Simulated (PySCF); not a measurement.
Job file and geometry (Å, from GFN2-xTB) of an NMR shielding run on SMILES O=C[C@@H]1CC=C(S[SiH3])C1, C$_{6}$H$_{10}$OSSi, GIAO PBE0/pcSseg-1 NMR shielding, non-relativistic, gas phase in PySCF 2.14.0, density-fitted response routines; density fitting, a coarse starting grid and PySCF grid level 2 are the driver's defaults:

```
$ OMP_NUM_THREADS=1 python probes_run.py task.json out

{"job": {"kind": "nmr", "xc": "PBE0", "basis": "pcSseg-1"}, "charge": 0, "multiplicity": 1}
O     -2.960462    -0.419640    -1.290189
C     -2.650026    -0.668404    -0.161095
C     -1.778673     0.182510     0.728126
C     -1.068288     1.293458    -0.065868
C      0.352459     0.824712    -0.151020
C      0.570559    -0.237756     0.612984
S      2.048185    -1.149446     0.875742
Si     3.427508    -0.335134    -0.559540
C     -0.659797    -0.669591     1.361483
H     -3.008147    -1.590445     0.339953
H     -2.440950     0.587033     1.498825
H     -1.128390     2.260490     0.439288
H     -1.518333     1.400620    -1.055561
H      1.074871     1.329614    -0.767358
H      3.689670     1.057648    -0.217259
H      4.588087    -1.185740    -0.363577
H      2.826743    -0.465201    -1.879851
H     -0.540029    -0.464166     2.427417
H     -0.834791    -1.741313     1.250366
```

Q: What does the program print?

A: 
```
coarse grid: 17056 points
cycle   1  E = -996.6714659051  dE =  1.324e+00  |g| = 7.734e-01  |ddm| = 4.132e+00
cycle   2  E = -996.3125742107  dE =  3.589e-01  |g| = 1.565e+00  |ddm| = 2.189e+00
cycle   3  E = -996.7924107022  dE = -4.798e-01  |g| = 1.472e-01  |ddm| = 1.663e+00
cycle   4  E = -996.7967744206  dE = -4.364e-03  |g| = 7.054e-02  |ddm| = 2.297e-01
cycle   5  E = -996.7979389938  dE = -1.165e-03  |g| = 1.558e-02  |ddm| = 9.021e-02
cycle   6  E = -996.7979942727  dE = -5.528e-05  |g| = 5.589e-03  |ddm| = 2.511e-02
cycle   7  E = -996.7980009498  dE = -6.677e-06  |g| = 1.472e-03  |ddm| = 6.425e-03
final grid: 155848 points
cycle   8  E = -996.8645252667  dE = -2.261e-05  |g| = 1.319e-02  |ddm| = 3.854e-02
cycle   9  E = -996.8644399724  dE =  8.529e-05  |g| = 2.448e-02  |ddm| = 3.178e-02
cycle  10  E = -996.8645610208  dE = -1.210e-04  |g| = 2.417e-03  |ddm| = 2.132e-02
cycle  11  E = -996.8645621998  dE = -1.179e-06  |g| = 3.554e-04  |ddm| = 2.390e-03
cycle  12  E = -996.8645622272  dE = -2.742e-08  |g| = 1.661e-04  |ddm| = 6.402e-04
cycle  13  E = -996.8645622336  dE = -6.402e-09  |g| = 5.228e-05  |ddm| = 1.964e-04
cycle  14  E = -996.8645622342  dE = -6.066e-10  |g| = 1.747e-05  |ddm| = 6.997e-05
converged SCF energy = -996.8645622342

GIAO shielding tensors (ppm)
atom      isotropic    diamagn.    paramagn.     s11        s22        s33       span
  0 O     -337.819     400.165    -737.984   -936.985   -449.627    373.154   1310.140
  1 C      -19.376     246.751    -266.127   -115.753    -26.607     84.231    199.985
  2 C      134.896     255.599    -120.703    107.297    132.973    164.418     57.121
  3 C      152.056     248.842     -96.786    126.978    150.782    178.408     51.430
  4 C       56.660     255.914    -199.254    -37.224     72.141    135.064    172.288
  5 C       44.677     263.466    -218.789    -54.963     64.422    124.571    179.533
  6 S      626.465    1058.124    -431.659    412.609    586.512    880.274    467.664
  7 Si     411.407     879.844    -468.437    372.010    407.906    454.304     82.294
  8 C      144.021     248.493    -104.472    111.846    145.237    174.978     63.132
  9 H       21.869      27.124      -5.254     19.340     20.186     26.082      6.743
 10 H       28.880      31.371      -2.491     24.521     27.292     34.825     10.303
 11 H       29.248      30.748      -1.500     24.898     26.681     36.164     11.267
 12 H       27.992      31.068      -3.075     23.648     26.226     34.102     10.454
 13 H       26.465      35.492      -9.028     23.072     26.320     30.001      6.929
 14 H       27.009      29.540      -2.531     23.297     25.026     32.704      9.407
 15 H       27.262      28.223      -0.961     23.489     24.937     33.359      9.870
 16 H       27.121      29.951      -2.830     23.324     25.486     32.554      9.230
 17 H       28.580      31.120      -2.540     23.857     27.976     33.907     10.050
 18 H       29.070      31.851      -2.781     24.549     29.141     33.520      8.972
```

Q: Turn these shieldings into chemical shifts. References, each an isolated molecule treated in the same way: 17O (σ = 336.08 ppm) against H2O; TMS for 13C (σ = 186.93 ppm), 29Si (σ = 349.16 ppm), 1H (σ = 31.72 ppm); 33S (σ = 503.73 ppm) against CS2.

A: Averaging equivalent atoms: O 0: 673.9; C 1: 206.3; C 5: 142.2; C 4: 130.3; C 2: 52.0; C 8: 42.9; C 3: 34.9; S 6: -123; Si 7: -62.2; H 9: 9.85; H 13: 5.25; H 14/15/16: 4.59; H 12: 3.72; H 17: 3.14; H 10: 2.84; H 18: 2.65; H 11: 2.47 ppm. Unscaled 17O shifts of doubly bonded oxygen tend to come out too high, by tens of ppm or more. Experimental scales use liquid or dissolved standards, which lie at an offset from isolated H2O (liquid H2O: subtract about 36 ppm).

Size and cost of the density-fitted run: 217 basis functions, 59 s wall time on 1 thread of an Arm Neoverse V1, shared host; peak memory 1.1 GiB.
